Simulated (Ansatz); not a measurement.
One change: `[OH][GeH]([F])[F]` becomes `C[O][GeH]([F])[F]`.

Ansatz, PBE0-D4/def2-TZVP geometries, multiplicity 1. Each molecule was computed in one conformer, which needn't be the lowest.

Scalar relativity is left out up to krypton.

```
                                          property  `[OH][GeH]([F])[F]`
size of the dipole moment (ωB97M-V/def2-TZVPP) / D                 1.21
                LUMO energy (PBE0/def2-TZVPP) / eV                -0.15
             HOMO–LUMO gap (B3LYP/def2-TZVPP) / eV                 9.20
                 HOMO energy (PBE/def2-TZVPP) / eV                -8.22
               LUMO energy (B3LYP/def2-TZVPP) / eV                -0.56
                HOMO energy (PBE0/def2-TZVPP) / eV               -10.06
```

Q: Give the same properties after the change, and the shifts. (Best estimate.)

A: The calculation gave: 
```
                                          property  `C[O][GeH]([F])[F]`  shift
size of the dipole moment (ωB97M-V/def2-TZVPP) / D                 1.45   0.24
                LUMO energy (PBE0/def2-TZVPP) / eV                 0.09   0.24
             HOMO–LUMO gap (B3LYP/def2-TZVPP) / eV                 8.28  -0.92
                 HOMO energy (PBE/def2-TZVPP) / eV                -7.19   1.03
               LUMO energy (B3LYP/def2-TZVPP) / eV                -0.31   0.25
                HOMO energy (PBE0/def2-TZVPP) / eV                -8.84   1.22
```

With PBE0 the HOMO rises by 1.22 eV and the LUMO rises by 0.24 eV, so the gap narrows by about 0.98 eV. PBE moves the HOMO by 1.03 eV and ωB97M-V by 1.29 eV. The zero-point energy changes by 74.9 kJ/mol with +9 modes. Dipoles are sizes alone; their direction can turn.

B3LYP here is the variant with VWN-RPA as its local correlation; programs differ in this.
